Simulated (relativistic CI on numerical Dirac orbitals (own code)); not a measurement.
# Pt⁺: 5p photoemission

Computed with this model: Dirac-Coulomb-Breit CI, separate exchange-only KLI orbitals for each configuration, model QED, valence Slater integrals scaled by 0.9, multiplet model of photoemission in the sudden approximation; configurations [Xe] 4f14 5d9 → [Kr] 4d10 4f14 5s2 5p5 5d9; 80 K; Lorentzian 2.1 eV and Gaussian 0.6 eV FWHM. Energies are those of the free ion, without screening or charge transfer. The energies are binding energies and can lie tens of eV above those of solids. S is read from ⟨S²⟩ = S(S + 1).

Field parameters in Wybourne normalisation: D4h B²₀ = −7Ds, B⁴₀ = 21(Dq − Dt), B⁴₄ = 21√(5/14) Dq; Oh B⁴₀ = 21Dq, B⁴₄ = √(5/14) B⁴₀; Td as Oh with Dq negative (B⁴₀ = 21Dq, B⁴₄ = √(5/14) B⁴₀). The field is a parameter set, without covalency.

free ion: ground-state S = 0.50, centroid 75.08 eV. Peaks (eV, height): 67.8 (100), 73.4 (61), 86.4 (72).

D4h, 10Dq = 15700, Ds = 150, Dt = 780 cm⁻¹: ground-state S = 0.50, centroid 75.11 eV. Peaks (eV, height): 68.2 (100), 73.2 (48), 84.6 (46), 86.6 (50).

D4h, 10Dq = 31800, Ds = 660, Dt = 560 cm⁻¹: ground-state S = 0.50, centroid 75.13 eV. Peaks (eV, height): 68.6 (100), 73.0 (36), 84.6 (48), 86.8 (34).

Oh, 10Dq = 23600 cm⁻¹: ground-state S = 0.50, centroid 75.12 eV. Peaks (eV, height): 68.6 (100), 73.0 (43), 84.6 (47), 86.8 (42).

D4h, 10Dq = 8550, Ds = 2040, Dt = 950 cm⁻¹: ground-state S = 0.50, centroid 75.10 eV. Peaks (eV, height): 68.0 (100), 73.4 (48), 86.0 (57).

Td, 10Dq = -10750 cm⁻¹: ground-state S = 0.50, centroid 75.08 eV. Peaks (eV, height): 68.0 (100), 73.4 (51), 85.8 (64).

Strongest unbroadened transitions for free ion:

```csv
Energy (eV),Relative strength
67.52,100.0
68.64,44.6
70.06,35.7
71.42,11.1
71.59,11.1
73.34,46.3
73.56,21.8
84.15,0.1
85.14,55.4
86.63,73.6
88.58,0.5
```
